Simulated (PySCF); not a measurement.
Molecule: `C1(OC)=CC[C@H](F)C1`, C6H9FO.

Bonds (- single, = double, # triple, : aromatic): C1-O2, O2-C3, C3=C4, C4-C5, C5-C6, C6-F7, C6-C8, C8-C3. C1 carries H9, H10, H11; C4 carries H12; C5 carries H13, H14; C6 carries H15; C8 carries H16, H17. Stereochemistry as in COC1=CC[C@H](F)C1. H14, H16 are cis to F7 on the ring; H13, H17 are trans to F7 on the ring.

Frames of a GFN2-xTB Langevin trajectory at 300 K; GIAO PBE0/pcSseg-1 shieldings in PySCF, gas phase, non-relativistic; equivalent atoms averaged within each frame.

References, each an isolated molecule treated in the same way: ¹³C (σ = 186.93 ppm), ¹H (σ = 31.72 ppm) vs TMS; ¹⁷O (σ = 336.08 ppm) vs H2O; CFCl3 for ¹⁹F (σ = 170.95 ppm). The references are static minima.

Problem. How do the shifts (ppm) fluctuate along the trajectory?

Solution. 
```csv
time (fs),C3,C6,C4,C1,C5,C8,O2,F7,H15,H9/H10/H11
250,163.6,91.1,86.6,60.8,44.0,40.8,117.6,-224.5,5.29,3.85
425,171.9,97.8,100.2,54.6,41.5,50.2,106.0,-178.6,6.07,3.41
625,161.4,90.0,92.0,55.8,48.5,57.2,101.6,-198.3,5.35,4.20
800,167.8,92.5,92.6,58.6,36.5,49.3,120.6,-190.2,4.89,3.51
1000,168.3,108.0,97.8,62.4,40.2,38.7,115.2,-147.3,6.84,4.15
mean of frames,166.6,95.9,93.8,58.5,42.1,47.2,112.2,-187.8,5.69,3.82
standard deviation,4.2,7.4,5.3,3.3,4.5,7.5,8.1,28.2,0.77,0.36
```

5 frames give an uncertainty of the mean of about the standard deviation over 2.2 at best, since frames this close in time may not be independent; classical motion lacks zero-point vibration, and the reference would need the same averaging.
